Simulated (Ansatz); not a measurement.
Several settings on one geometry of the cluster MoO3 (the lowest singlet isomer of a short search) (that of the charge 0 singlet, r2SCAN-D4/def2-TZVP). Ansatz on 4 threads of Intel Xeon Platinum 8375C on a shared host; times are rough.

```xyz
4

Mo   -0.373    0.216   -0.523
O    -1.709    0.938    0.182
O     0.693   -1.208    0.159
O     1.389    0.054    0.183
```

Totals from different functionals, basis sets or treatments of relativity can't be compared as stabilities.

In the def2 sets Mo takes a core potential; there is no spin–orbit coupling. B3LYP takes the VWN-RPA correlation.

At r2SCAN-D4/def2-TZVP a triplet lies 0.65 eV below the restricted singlet of charge 0, at its own geometry.

Task: Give the basis size and estimate the energy, ⟨S²⟩ and time of these runs.

| run | method | charge | state | further keys |
| --- | --- | --- | --- | --- |
| 1 | RKS PBE0-D3(BJ)-ATM/def2-TZVPP | 0 | singlet | scf: {omitted_lower_state_checks: [starts]} |
| 2 | RKS B3LYP-D3(BJ)-ATM/def2-SVPD | 0 | singlet | scf: {omitted_lower_state_checks: [starts]} |
| 3 | RKS r2SCANh-D3(BJ)/def2-SVPD | 0 | singlet | scf: {omitted_lower_state_checks: [starts]}; forces asked |

Result: 
```
run  functions  energy (Eh)  ⟨S²⟩  wall time
  1        149    -293.6557     –      1.1 s
  2        103    -293.6462     –      1.1 s
  3        103    -293.5044     –      1.8 s
```

The restricted singlet is unstable towards broken spin symmetry at other levels; at RKS PBE0-D3(BJ)-ATM/def2-TZVPP, RKS B3LYP-D3(BJ)-ATM/def2-SVPD, RKS r2SCANh-D3(BJ)/def2-SVPD this wasn't settled.
